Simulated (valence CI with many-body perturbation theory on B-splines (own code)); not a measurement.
# Level structure of W XXXV

Method: relativistic CI+MBPT: four valence electrons over a frozen Dirac-Fock core [Kr], radial functions for each j: 7 s, 7 p, 8 d, 6 f, 4 g, 1 h, with the one-electron correlation potential Σ1, the two-electron term Σ2, the three-electron term Σ3, Breit, model QED; selected CI, second order for the rest, scaled by the run's own slope (own B-spline code, finite nucleus).

No measured spectrum was set against this ion. As an estimate, large intervals hold to a few tenths of a per cent, small ones and those within an open d or f shell to about a per cent. Only levels of the ground parity were solved; by the run's estimate the other parity begins above the list, which can be wrong where configurations are misplaced.

Levels 1 to 31 of 31, with energies above the lowest level, (4d3/2^4) J=0. "Leading %" is the weight of the configuration and term that name the level; weights of strongly mixed levels are sums over their largest components and can fall short, so below about 35 % the name and the second component can differ from the true leading terms, or belong to a minority configuration. In the jj column 3d3/2^4 stands for four electrons in 3d with j = 3/2. Lifetimes count E1, E2, E3, M1 and M2 decay at the calculated energies, and are blank where another channel may lead or the interval is too uncertain; long ones can be off by a factor of two.

| No. | Configuration | Term | J | E (eV) | Leading % | Lifetime | g | Leading jj |
| --- | --- | --- | --- | --- | --- | --- | --- | --- |
| 1 | 4d4 | 3P | 0 | 0.000 | 58 |  |  | 4d3/2^4 (97 %) |
| 2 | 4d4 | 5D | 1 | 14.436 | 62 | 23.9 μs | 1.497 | 4d3/2^3 4d5/2 (98 %) |
| 3 | 4d4 | 3F | 4 | 19.371 | 29 |  | 1.082 | 4d3/2^3 4d5/2 (97 %) |
| 4 | 4d4 | 5D | 2 | 19.560 | 45 | 675 μs | 1.256 | 4d3/2^3 4d5/2 (87 %) |
| 5 | 4d4 | 3F | 3 | 21.002 | 28 | 21.3 ms | 1.159 | 4d3/2^3 4d5/2 (90 %) |
| 6 | 4d4 | 5D | 0 | 32.437 | 64 | 8.02 μs |  | 4d3/2^2 4d5/2^2 (96 %) |
| 7 | 4d4 | 5D | 2 | 33.116 | 43 | 12.4 μs | 1.211 | 4d3/2^2 4d5/2^2 (90 %) |
| 8 | 4d4 | 3H | 4 | 33.660 | 40 | 23.2 μs | 1.155 | 4d3/2^2 4d5/2^2 (96 %) |
| 9 | 4d4 | 5D | 3 | 34.185 | 47 | 22.8 μs | 1.151 | 4d3/2^2 4d5/2^2 (89 %) |
| 10 | 4d4 | 3H | 5 | 36.079 | 68 | 42.9 μs | 1.083 | 4d3/2^2 4d5/2^2 (100 %) |
| 11 | 4d4 | 3P | 1 | 37.291 | 44 | 19.4 μs | 1.118 | 4d3/2^2 4d5/2^2 (94 %) |
| 12 | 4d4 | 1I | 6 | 37.459 | 50 | 70.2 ms | 1.079 | 4d3/2^2 4d5/2^2 (99 %) |
| 13 | 4d4 | 3F | 3 | 38.995 | 44 |  | 1.092 | 4d3/2^2 4d5/2^2 (96 %) |
| 14 | 4d4 | 3G | 4 | 39.141 | 57 | 98.5 μs | 1.033 | 4d3/2^2 4d5/2^2 (97 %) |
| 15 | 4d4 | 3D | 2 | 39.580 | 33 | 69.9 μs | 1.091 | 4d3/2^2 4d5/2^2 (96 %) |
| 16 | 4d4 | 3F | 2 | 44.302 | 47 | 13.5 μs | 0.997 | 4d3/2^2 4d5/2^2 (94 %) |
| 17 | 4d4 | 3F | 4 | 45.775 | 64 | 42.0 μs | 1.207 | 4d3/2^2 4d5/2^2 (89 %) |
| 18 | 4d4 | 3P | 2 | 50.108 | 38 | 149 μs | 1.167 | 4d3/2^2 4d5/2^2 (89 %) |
| 19 | 4d4 | 5D | 4 | 52.186 | 29 | 9.54 μs | 1.140 | 4d3/2 4d5/2^3 (88 %) |
| 20 | 4d4 | 3F | 3 | 52.381 | 45 | 8.22 μs | 1.175 | 4d3/2 4d5/2^3 (95 %) |
| 21 | 4d4 | 3D | 1 | 54.243 | 55 | 6.33 μs | 0.944 | 4d3/2 4d5/2^3 (96 %) |
| 22 | 4d4 | 3P | 0 | 54.667 | 63 |  |  | 4d3/2^2 4d5/2^2 (60 %) |
| 23 | 4d4 | 3G | 5 | 54.693 | 68 | 17.1 μs | 1.143 | 4d3/2 4d5/2^3 (100 %) |
| 24 | 4d4 | 3H | 6 | 55.222 | 50 | 19.5 μs | 1.080 | 4d3/2 4d5/2^3 (99 %) |
| 25 | 4d4 | 3F | 2 | 57.712 | 49 | 9.59 μs | 1.059 | 4d3/2 4d5/2^3 (91 %) |
| 26 | 4d4 | 3D | 3 | 58.481 | 36 | 13.3 μs | 1.090 | 4d3/2 4d5/2^3 (97 %) |
| 27 | 4d4 | 1S | 0 | 62.043 | 77 | 19.9 μs |  | 4d3/2 4d5/2^3 (54 %) |
| 28 | 4d4 | 3P | 1 | 63.672 | 91 | 10.6 μs | 1.428 | 4d3/2 4d5/2^3 (98 %) |
| 29 | 4d4 | 3F | 3 | 63.700 | 65 | 16.2 μs | 1.060 | 4d3/2 4d5/2^3 (99 %) |
| 30 | 4d4 | 1G | 4 | 64.407 | 69 | 12.1 μs | 1.046 | 4d3/2 4d5/2^3 (95 %) |
| 31 | 4d4 | 1D | 2 | 65.613 | 65 | 14.3 μs | 1.117 | 4d3/2 4d5/2^3 (81 %) |

The ionisation energy to 4d3 4F_3/2 of the next ion comes out as 1456.4 eV (NIST: 1459.9 ± 1.5 eV (semi-empirical)). All 31 levels together are meant to be complete up to 68.237 eV.
